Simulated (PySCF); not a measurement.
**Radial density of Co²⁺ (cobalt, charge +2)**

UHF, [Ar] 3d7, high-spin 4F determinant. Computed with PySCF 2.14 in x2c-SVPall, with scalar relativity by spin-free X2C-1e.

```json
{"r (bohr)": "0.000874", "4πr²ρ (e/bohr)": "0.1669", "4πr²(ρα − ρβ)": "0.0000"}
{"r (bohr)": "0.00147", "4πr²ρ (e/bohr)": "0.4546", "4πr²(ρα − ρβ)": "0.0000"}
{"r (bohr)": "0.00247", "4πr²ρ (e/bohr)": "1.175", "4πr²(ρα − ρβ)": "0.0000"}
{"r (bohr)": "0.00416", "4πr²ρ (e/bohr)": "2.819", "4πr²(ρα − ρβ)": "0.0000"}
{"r (bohr)": "0.00699", "4πr²ρ (e/bohr)": "6.483", "4πr²(ρα − ρβ)": "0.0000"}
{"r (bohr)": "0.0118", "4πr²ρ (e/bohr)": "13.52", "4πr²(ρα − ρβ)": "0.0001"}
{"r (bohr)": "0.0198", "4πr²ρ (e/bohr)": "23.94", "4πr²(ρα − ρβ)": "0.0001"}
{"r (bohr)": "0.0333", "4πr²ρ (e/bohr)": "32.15", "4πr²(ρα − ρβ)": "0.0003"}
{"r (bohr)": "0.0560", "4πr²ρ (e/bohr)": "29.66", "4πr²(ρα − ρβ)": "0.0015"}
{"r (bohr)": "0.0942", "4πr²ρ (e/bohr)": "25.86", "4πr²(ρα − ρβ)": "0.0152"}
{"r (bohr)": "0.158", "4πr²ρ (e/bohr)": "35.89", "4πr²(ρα − ρβ)": "0.1443"}
{"r (bohr)": "0.266", "4πr²ρ (e/bohr)": "26.61", "4πr²(ρα − ρβ)": "0.7671"}
{"r (bohr)": "0.448", "4πr²ρ (e/bohr)": "14.61", "4πr²(ρα − ρβ)": "2.3075"}
{"r (bohr)": "0.754", "4πr²ρ (e/bohr)": "18.00", "4πr²(ρα − ρβ)": "2.9753"}
{"r (bohr)": "1.27", "4πr²ρ (e/bohr)": "6.210", "4πr²(ρα − ρβ)": "1.4435"}
{"r (bohr)": "2.13", "4πr²ρ (e/bohr)": "0.6923", "4πr²(ρα − ρβ)": "0.2071"}
{"r (bohr)": "3.59", "4πr²ρ (e/bohr)": "0.01699", "4πr²(ρα − ρβ)": "0.0036"}
{"r (bohr)": "6.03", "4πr²ρ (e/bohr)": "2.759e-05", "4πr²(ρα − ρβ)": "0.0000"}
```

Densities and radii are taken from the X2C orbitals without a picture-change correction, which distorts them close to the nucleus.
